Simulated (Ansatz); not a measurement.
Computed with Ansatz on PBE0-D4/def2-TZVP structures; ΔE is electronic, products minus reactants. CBS: MP2 limit from def2 TZ/QZ plus the TZ coupled-cluster correction, frozen cores. This one scheme is used for every species, atoms too. Open shells (•) are unrestricted, without spin–orbit coupling. For Ga outer-core shells are correlated without core-valence functions, so the limit isn't a true one: a few kJ/mol of doubt a bond, and 10 to 20 or more in all where bonds break to atoms. Scalar relativity is left out up to krypton.

Consider the homolysis of the Ga–H bond: `[F][GaH][F]` → `[F][Ga][F]`• + H•.

`[F][GaH][F]`:

Z-matrix (Å, degrees):
```
Ga
F 1 1.740
F 1 1.740 2 111.9
H 1 1.536 2 124.0 3 180.0
```

`[F][Ga][F]`•:

Z-matrix (Å, degrees):
```
Ga
F 1 1.756
F 1 1.756 2 116.8
```

```
      species  CCSD(T)/def2-TZVPP energy (Eh)
`[F][GaH][F]`                     -2123.63040
`[F][Ga][F]`•                     -2122.99519
           H•                        -0.49981
```

Task: Work out ΔE.

Result: ΔE = (-2122.99519) + (-0.49981) − (-2123.63040) = 0.13540 Eh = +355.5 kJ/mol. CCSD(T)/CBS gives +365.2 kJ/mol.

Largest T1 diagnostic among the species: 0.017.

From PBE to PBE0 (25 % exact exchange), in def2-TZVPP and without D4, ΔE moves by +7.6 kJ/mol. In def2-TZVPP, CCSD(T) changes the Hartree–Fock value by +84.7 kJ/mol (the triples alone add −0.5 kJ/mol) and MP2 by +72.2 kJ/mol; breaking electron pairs costs correlation energy, which Hartree–Fock lacks. Leaving LDA and LC-ωPBE aside and taking each functional with its dispersion term where it has one, the values, not all of them listed here, spread over 31.5 kJ/mol, from revPBE-D4 to B97M-V. LDA lies +43.6 kJ/mol from PBE without D4, its usual overbinding.
